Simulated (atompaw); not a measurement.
# Sm (Z = 62): one change to a PAW (atompaw) potential, before and after

```json
{
  "Element": "Sm",
  "Generator": "atompaw 4.2.0.5",
  "Type": "PAW",
  "Functional": "PBE",
  "Relativity": "scalar-relativistic",
  "Frozen core": "[Kr] 4d10",
  "Valence charge": "16",
  "Reference configuration": "4f6 5s2 5p6 5d0 6s0.5 6p0 (charge +1.5)",
  "Partial waves": "5s (bound): rc 2.30 bohr; 6s (bound): rc 3.00 bohr; 5p (bound): rc 2.10 bohr; 6p (bound, empty): rc 2.40 bohr; 5d (bound, empty): rc 3.00 bohr; 5d channel at 0.8 Ry: rc 3.00 bohr; 4f (bound): rc 0.95 bohr; 4f channel at 1.4 Ry: rc 0.95 bohr",
  "Local potential": "ultrasoft scheme with l = 4 at 0.5 Ry, radius 2.10 bohr",
  "Core correction": "smooth core density matched at 2.15 bohr",
  "Augmentation charge": "sinc compensation charge, radius 2.50 bohr; PAW radius 3.00 bohr; waves and projectors: custom polynom vanderbiltortho"
}
```

Change: core [Xe], valence charge 8; reference 4f5.5 5d0.5 6s2 6p0; waves now 6s (bound): rc 3.00 bohr; 6s channel at 4.7 Ry: rc 2.85 bohr; 6p (bound): rc 3.00 bohr; 6p channel at 0.25 Ry: rc 3.00 bohr; 5d (bound): rc 3.00 bohr; 5d channel at 0.6 Ry: rc 3.00 bohr; 4f (bound): rc 0.95 bohr; 4f channel at 4.05 Ry: rc 0.95 bohr; local potential ultrasoft scheme with l = 4 at 0.5 Ry, radius 2.30 bohr; core correction smooth core density matched at 1.70 bohr; augmentation sinc compensation charge, radius 2.60 bohr; PAW radius 3.00 bohr; waves and projectors: custom polynom vanderbiltortho.

Cutoffs: the cutoffs (Ry, on a coarse ladder) from which the occupation-weighted sum of valence levels, in a spherical-Bessel basis at the reference potential, stays within 10 and 1 mRy of its value at 400 Ry; they do not see the model core or the augmentation charge, which bear on the density cutoff.

What does the change do?

A bound ghost appears in p, s, which as a rule spoils a file; the range in which the s phases agree widens (upper end 1.1 → at the end of the scan). Several settings change at once here, so the effects cannot be laid on one of them.

```tsv
quantity	base	changed
cutoff, loose	230 Ry	230 Ry
cutoff, tight	over 300 Ry	over 300 Ry
bound ghosts	none	s, p
s: phases at 3.00 bohr within 0.05 rad from the reference energy up to (Ry; the scan ends near 5)	1.1	to the end of the scan
p: phases at 3.00 bohr within 0.05 rad from the reference energy up to (Ry; the scan ends near 5)	4.4	to the end of the scan
d: phases at 3.00 bohr within 0.05 rad from the reference energy up to (Ry; the scan ends near 5)	to the end of the scan	to the end of the scan
f: phases at 3.00 bohr within 0.05 rad from the reference energy up to (Ry; the scan ends near 5)	4.5	to the end of the scan
lowest overlap eigenvalue by channel	s 0.56, p 0.82, d 0.91, f 0.99	s 0.08, p 0.75, d 0.93, f 1.00
```

 A true bound ghost makes a file unfit for plane-wave use even where its test errors are small: the radial tests pick states by their node count and pass the ghost by. The cutoffs see the waves, projectors and local potential, not the compensation charge or the core.
